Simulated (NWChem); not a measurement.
System: BeSiNH₅O; SMILES [NH2][Be][O][SiH3]

```xyz
9

Be    -0.0001    -1.3506     0.0044
N     -0.0052    -2.8476    -0.0059
H      0.8127    -3.4398    -0.0962
H     -0.8272    -3.4354     0.0760
O      0.0041     0.0706     0.0128
Si    -0.0019     1.7129    -0.0038
H     -0.2589     2.2264    -1.3848
H      1.3175     2.2428     0.4596
H     -1.0688     2.2397     0.9022
```
Atoms are numbered in this order, from 1.

The geometry was optimised at PBE0/def2-SVP.

**Question.** Give the principal values of the shielding tensors (ppm) of Be1, N2, O5, Si6 from Hartree-Fock/6-31G* (spherical d), GIAO (NWChem), with their diamagnetic and paramagnetic parts as GIAO splits them.

**Answer.** 
```
atom    σ11    σ22    σ33  isotropic  diamagnetic  paramagnetic
----  -----  -----  -----  ---------  -----------  ------------
Be1    85.2   90.7  159.8      111.9        153.8         -41.9
N2    255.0  266.8  283.0      268.3        316.4         -48.1
O5    300.1  331.6  348.9      326.9        385.4         -58.5
Si6   455.1  455.8  537.4      482.8        877.6        -394.8
```
